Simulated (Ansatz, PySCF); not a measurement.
The molecule MgBe, closed-shell singlet (lowest of 2S+1 = 1, 3 at CCSD(T)/def2-TZVPP on PBE0 minima; our sources give no spin for the ground state, which may be another).

Constants: fifth-degree fit in 1/R to seven points, most abundant isotopes. Runs in def2 and cc sets follow the lowest solution found near the PBE0 minimum. The singlet is held restricted.

Codes used: Ansatz (a program for electronic structure) with Gaussian orbitals; PySCF for 6-31G* rows. Each number belongs to the level named beside it.

| level | r_e (Å) | ω_e (cm⁻¹) | α_e (cm⁻¹) | B_e (cm⁻¹) | D_e (eV) | dipole (D) |
|---|---|---|---|---|---|---|
| PBE/def2-TZVPP | 2.960 | 197 | 0.0073 | 0.294 | 0.24 | 0.72 |
| BP86/6-31G* | 2.998 | 184 | 0.0079 | 0.286 | - | 0.20 |
| r2SCAN/def2-TZVPP | 2.989 | 192 | 0.0073 | 0.288 | 0.21 | 0.62 |
| B97M-V/def2-TZVPP | 3.105 | 146 | 0.0098 | 0.267 | 0.10 | 0.46 |
| B3LYP/6-31G* | 3.162 | 126 | 0.012 | 0.257 | - | 0.06 |
| B3LYP/def2-TZVPP | 3.151 | 127 | 0.013 | 0.259 | 0.06 | 0.55 |
| PBE0/def2-TZVPP | 3.051 | 168 | 0.0083 | 0.276 | 0.17 | 0.56 |

D_e counts from each atom's lowest state at the same level, without counterpoise or zero-point energy.

Rows in 6-31G* carry no dispersion term and start afresh at each structure (6-31G* with six Cartesian d functions).
